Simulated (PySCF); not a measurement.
## Spin-rotation constants: `C=C/C=C1\C[NH2+]C[C@@H]1F`, [C7H11FN]+, charge +1

Geometry:
| atom | x (Å) | y (Å) | z (Å) |
| --- | --- | --- | --- |
| C1 | 3.614 | 0.445 | 0.530 |
| C2 | 2.399 | -0.087 | 0.422 |
| C3 | 1.232 | 0.718 | 0.157 |
| C4 | -0.018 | 0.261 | 0.049 |
| C5 | -0.482 | -1.175 | 0.172 |
| N6 | -1.897 | -1.128 | -0.294 |
| C7 | -2.400 | 0.207 | 0.126 |
| C8 | -1.228 | 1.108 | -0.254 |
| F9 | -1.311 | 1.341 | -1.617 |
| H10 | 4.481 | -0.161 | 0.725 |
| H11 | 3.779 | 1.505 | 0.428 |
| H12 | 2.257 | -1.152 | 0.535 |
| H13 | 1.402 | 1.779 | 0.040 |
| H14 | -0.455 | -1.507 | 1.214 |
| H15 | 0.106 | -1.865 | -0.435 |
| H16 | -2.463 | -1.906 | 0.058 |
| H17 | -1.906 | -1.155 | -1.322 |
| H18 | -2.566 | 0.222 | 1.203 |
| H19 | -3.316 | 0.475 | -0.401 |
| H20 | -1.232 | 2.088 | 0.229 |

Total charge +1.

Theory: PySCF 2.14.0, GIAO HCTH407/3-21G magnetisability, rotational g tensor and spin-rotation constants, non-relativistic, gas phase. Geometry: GFN2-xTB.

For an ion the centre-of-mass motion in the field is neglected.

(1) Give the nuclear spin-rotation constants along the inertial axes (H = +C I·J) beside the isotropic shieldings.

## Answers

(1) Rotational constants 3.2831, 0.9495, 0.8010 GHz. A star marks the isotopologue with that one atom substituted, in its own axes.
```csv
atom,isotope,Caa (kHz),Cbb (kHz),Ccc (kHz),mean (kHz),σ (ppm)
N6,14N,0.117,0.040,0.037,0.064,224.6
F9,19F,0.560,0.624,0.798,0.660,360.5
H10,1H,0.074,-0.060,-0.101,-0.029,26.5
H11,1H,-0.330,0.053,-0.099,-0.126,26.5
H12,1H,-0.341,0.050,-0.101,-0.131,26.8
H13,1H,-0.324,0.056,-0.104,-0.124,26.2
H14,1H,-0.393,-0.057,-0.042,-0.164,28.7
H15,1H,-0.326,-0.102,-0.013,-0.147,28.1
H16,1H,-0.351,-0.032,-0.114,-0.165,28.8
H17,1H,-0.410,-0.113,-0.019,-0.181,28.1
H18,1H,-0.420,-0.109,0.000,-0.176,29.2
H19,1H,0.028,-0.108,-0.106,-0.062,28.9
H20,1H,-0.359,-0.044,-0.030,-0.144,27.1
C1,13C*,1.062,0.327,0.102,0.497,82.2
C2,13C*,0.927,0.329,0.098,0.451,93.0
C3,13C*,1.007,0.338,0.106,0.483,83.9
C4,13C*,0.806,0.295,0.129,0.410,101.0
C5,13C*,0.397,0.152,0.142,0.230,155.9
C7,13C*,0.528,0.137,0.137,0.268,151.6
C8,13C*,0.717,0.208,0.147,0.357,120.2
```
For the geometry as given, no vibrational averaging.
